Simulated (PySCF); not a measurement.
# Relaxation of singlet H₃AsS

These are results of PBE0 in PySCF with As def2-TZVP, S def2-TZVP, H def2-TZVP; no relativity; density-fitted integrals, not measurements. A (50,194) grid was used.

A hand-made tetrahedral start, of C3v symmetry, held to at least that symmetry:

```xyz
5
charge 0 multiplicity 1, angstrom
As    0.0000    0.4824    0.3414
S     0.0000   -1.2154   -0.8603
H     1.2493    0.4820    1.2248
H    -1.2493    0.4820    1.2248
H     0.0000    1.7321   -0.5413
```

At each step, columns x, y, z (Å) and Fx, Fy, Fz (eV/Å):

```
step 0  E − E(last) = 21.82 kJ/mol
As   0.000   0.482   0.341   0.000  -1.407  -0.993
S    0.000  -1.215  -0.860   0.000   0.244   0.170
H    1.249   0.482   1.225  -0.511   0.558   0.033
H   -1.249   0.482   1.225   0.511   0.558   0.033
H    0.000   1.732  -0.541   0.000   0.047   0.757
step 1  E − E(last) = 1.18 kJ/mol
As   0.000   0.403   0.285   0.000  -0.108  -0.073
S    0.000  -1.274  -0.902   0.000   0.014   0.007
H    1.188   0.548   1.229  -0.216   0.104  -0.079
H   -1.188   0.548   1.229   0.216   0.104  -0.079
H    0.000   1.737  -0.451   0.000  -0.113   0.225
step 2  E − E(last) = 0.04 kJ/mol
As   0.000   0.385   0.273   0.000   0.089   0.066
S    0.000  -1.288  -0.912   0.000  -0.018  -0.015
H    1.167   0.566   1.226  -0.058  -0.004  -0.043
H   -1.167   0.566   1.226   0.058  -0.004  -0.043
H    0.000   1.734  -0.424   0.000  -0.062   0.036
step 3  E − E(last) = 0.00 kJ/mol
As   0.000   0.386   0.273   0.000   0.007   0.008
S    0.000  -1.288  -0.912   0.000   0.002  -0.002
H    1.164   0.567   1.225  -0.005  -0.001  -0.004
H   -1.164   0.567   1.225   0.005  -0.001  -0.004
H    0.000   1.732  -0.421   0.000  -0.006   0.001
step 4  E − E(last) = 0.00 kJ/mol
As   0.000   0.386   0.273   0.000  -0.003   0.001
S    0.000  -1.288  -0.912   0.000   0.002  -0.001
H    1.164   0.567   1.224   0.000   0.000   0.001
H   -1.164   0.567   1.224   0.000   0.000   0.001
H    0.000   1.732  -0.421   0.000   0.000  -0.001
```

It ends at C3v with As–H 1.514 Å (×3), As–S 2.051 Å; H–As–H 100.5° (×3), H–As–S 117.4° (×3). A frequency run shows a minimum. Other isomers or separated fragments may lie lower.
